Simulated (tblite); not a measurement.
A tight-binding relaxation on `COC(=O)C1=CC=C([Se]C)C=C1`.

Computed with GFN2-xTB geometry optimisation, gas phase (tblite 0.8.0). Start geometry: from a force field or distance geometry. The input is one job of a driver script: a line of settings, then coordinates in Å.

Input:
```
{"job": {"kind": "relax", "xc": "GFN2-xTB", "basis": "xTB"}, "charge": 0, "multiplicity": 1}
C     -4.615900     0.035600     0.187400
O     -3.303900     0.010400    -0.331200
C     -2.198600     0.021900     0.544200
O     -2.441900     0.080800     1.781800
C     -0.840300    -0.008800     0.052400
C     -0.580900    -0.059700    -1.315600
C      0.739100    -0.085600    -1.746800
C      1.782000    -0.061900    -0.824900
Se     3.623700    -0.107900    -1.334400
C      4.716500     0.189000     0.249800
C      1.468000    -0.016000     0.525300
C      0.162600     0.013100     0.986000
H     -4.784300    -0.796100     0.942100
H     -4.843100     0.964100     0.753200
H     -5.385900    -0.138800    -0.592200
H     -1.376300    -0.076100    -2.037200
H      0.956700    -0.126700    -2.816300
H      4.121000     0.770500     0.986900
H      5.053600    -0.724900     0.740400
H      5.550300     0.863700    -0.078200
H      2.245300     0.011400     1.289300
H     -0.058200     0.059300     2.036900
```

Output:
```
step      E/eV     max force
  0    -969.92398    4.841
  1    -970.16373    4.194
  2    -970.29810    0.840
  3    -970.33469    0.571
  4    -970.38529    0.400
  5    -970.39996    0.289
  6    -970.41741    0.224
  7    -970.42706    0.244
  8    -970.43622    0.205
  9    -970.44334    0.186
... (60 lines left out)
 70    -970.54428    0.017
 71    -970.54434    0.016
 72    -970.54442    0.025
 73    -970.54452    0.030
 74    -970.54463    0.025
 75    -970.54474    0.019
 76    -970.54481    0.016
 77    -970.54485    0.014
 78    -970.54489    0.015
 79    -970.54492    0.010
```

«max force» is the largest atomic force in eV/Å.

Q: From which step on does the largest force stay under 0.1 eV/Å, and how much energy is left to gain from there?

A: From step 34 (0.090 eV/Å), 14.0 meV above the end.

In short: energy lowered by 14.3 kcal/mol over 79 steps; largest atomic force 0.010 eV/Å at the end.

Q: Where do the atoms end?

A: 0.237 Å rms from the input after alignment:
```
atom  x, y, z in Å
C1    -4.5279    0.0024    0.1193
O2    -3.1766   -0.0177   -0.3117
C3    -2.2536   -0.0124    0.6651
O4    -2.5402    0.0062    1.8384
C5    -0.8705   -0.0307    0.1436
C6    -0.5901   -0.0472   -1.2228
C7     0.7169   -0.0443   -1.6560
C8     1.7653   -0.0248   -0.7361
Se9    3.5353   -0.0062   -1.4499
C10    4.6137    0.2534    0.1562
C11    1.4905   -0.0221    0.6260
C12    0.1804   -0.0229    1.0582
H13   -4.7180   -0.8218    0.8099
H14   -4.7492    0.9425    0.6293
H15   -5.1355   -0.0980   -0.7764
H16   -1.4013   -0.0588   -1.9335
H17    0.9448   -0.0512   -2.7135
H18    4.2990    1.1632    0.6621
H19    4.5283   -0.6119    0.8092
H20    5.6417    0.3563   -0.1823
H21    2.2892   -0.0194    1.3513
H22   -0.0526   -0.0178    2.1126
```

On one thread, Intel Xeon 6975P-C (x86_64), shared host, this took 0.72 s of wall time.
Labels such as C1 count atoms from 1, the log's own numbers from 0.
